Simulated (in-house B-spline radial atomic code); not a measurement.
Successive ionisation energies of tantalum; each step leads to the configuration of the next row (after the last: bare). Dirac energy differences include first-order Breit, QED and recoil terms. NIST's values go from ground level to ground level; the uncertainty of those that are theory runs from under 0.1 % in few-electron ions to several per cent in heavy many-electron ones. Computed with a B-spline radial code for spherical atoms: Dirac-Hartree-Fock, jj configuration that fills j = l - 1/2 first, finite nuclei.

A number in brackets counts the electrons of a j subshell.

```json
{"ion": "Ta58+", "configuration": "[Ne] 3s2 3p1/2(2) 3p3/2(1)", "ionisation energy (eV)": "5906.1", "tabulated value (eV)": "5907", "computed minus tabulated (eV)": "-1", "highest orbital": "3p3/2", "largest mean radius (bohr)": "0.18847"}
{"ion": "Ta59+", "configuration": "[Ne] 3s2 3p1/2(2)", "ionisation energy (eV)": "?", "tabulated value (eV)": "?", "computed minus tabulated (eV)": "?", "highest orbital": "?", "largest mean radius (bohr)": "?"}
{"ion": "Ta60+", "configuration": "[Ne] 3s2 3p1/2(1)", "ionisation energy (eV)": "6502.1", "tabulated value (eV)": "6502", "computed minus tabulated (eV)": "0", "highest orbital": "3p1/2", "largest mean radius (bohr)": "0.18701"}
{"ion": "Ta61+", "configuration": "[Ne] 3s2", "ionisation energy (eV)": "6768.6", "tabulated value (eV)": "6769", "computed minus tabulated (eV)": "0", "highest orbital": "3s1/2", "largest mean radius (bohr)": "0.18628"}
{"ion": "Ta62+", "configuration": "[Ne] 3s1", "ionisation energy (eV)": "?", "tabulated value (eV)": "?", "computed minus tabulated (eV)": "?", "highest orbital": "?", "largest mean radius (bohr)": "?"}
{"ion": "Ta63+", "configuration": "[He] 2s2 2p6", "ionisation energy (eV)": "15136.9", "tabulated value (eV)": "15137", "computed minus tabulated (eV)": "0", "highest orbital": "2p3/2", "largest mean radius (bohr)": "0.076981"}
{"ion": "Ta64+", "configuration": "[He] 2s2 2p1/2(2) 2p3/2(3)", "ionisation energy (eV)": "15472.3", "tabulated value (eV)": "15461", "computed minus tabulated (eV)": "11", "highest orbital": "2p3/2", "largest mean radius (bohr)": "0.076655"}
{"ion": "Ta65+", "configuration": "[He] 2s2 2p1/2(2) 2p3/2(2)", "ionisation energy (eV)": "?", "tabulated value (eV)": "?", "computed minus tabulated (eV)": "?", "highest orbital": "?", "largest mean radius (bohr)": "?"}
{"ion": "Ta66+", "configuration": "[He] 2s2 2p1/2(2) 2p3/2(1)", "ionisation energy (eV)": "16152.8", "tabulated value (eV)": "16150", "computed minus tabulated (eV)": "3", "highest orbital": "2p3/2", "largest mean radius (bohr)": "0.07601"}
{"ion": "Ta67+", "configuration": "[He] 2s2 2p1/2(2)", "ionisation energy (eV)": "17842.5", "tabulated value (eV)": "17840", "computed minus tabulated (eV)": "3", "highest orbital": "2p1/2", "largest mean radius (bohr)": "0.075689"}
{"ion": "Ta68+", "configuration": "[He] 2s2 2p1/2(1)", "ionisation energy (eV)": "18246.9", "tabulated value (eV)": "18250", "computed minus tabulated (eV)": "-3", "highest orbital": "2p1/2", "largest mean radius (bohr)": "0.075327"}
{"ion": "Ta69+", "configuration": "[He] 2s2", "ionisation energy (eV)": "18755.8", "tabulated value (eV)": "18760", "computed minus tabulated (eV)": "-4", "highest orbital": "2s1/2", "largest mean radius (bohr)": "0.074967"}
{"ion": "Ta70+", "configuration": "[He] 2s1", "ionisation energy (eV)": "19087.9", "tabulated value (eV)": "19088.51", "computed minus tabulated (eV)": "-1", "highest orbital": "2s1/2", "largest mean radius (bohr)": "0.074641"}
{"ion": "Ta71+", "configuration": "1s2", "ionisation energy (eV)": "76847.2", "tabulated value (eV)": "76852", "computed minus tabulated (eV)": "-5", "highest orbital": "1s1/2", "largest mean radius (bohr)": "0.01856"}
{"ion": "Ta72+", "configuration": "1s1", "ionisation energy (eV)": "78394.2", "tabulated value (eV)": "78394.63", "computed minus tabulated (eV)": "0", "highest orbital": "1s1/2", "largest mean radius (bohr)": "0.01845"}
```

Fill in the row of Ta59+.

ionisation energy (eV): 6363.5; tabulated value (eV): 6364; computed minus tabulated (eV): 0; highest orbital: 3p1/2; largest mean radius (bohr): 0.18775.

Fill in the row of Ta62+.

ionisation energy (eV): 6899.9; tabulated value (eV): 6900; computed minus tabulated (eV): 0; highest orbital: 3s1/2; largest mean radius (bohr): 0.18548.

Fill in the row of Ta65+.

ionisation energy (eV): 15811.0; tabulated value (eV): 15820; computed minus tabulated (eV): -9; highest orbital: 2p3/2; largest mean radius (bohr): 0.076332.

Where is the largest jump?

From Ta70+ to Ta71+, by a factor of 4.03 (19088 to 76847 eV); the highest orbital goes from 2s1/2 to 1s1/2.
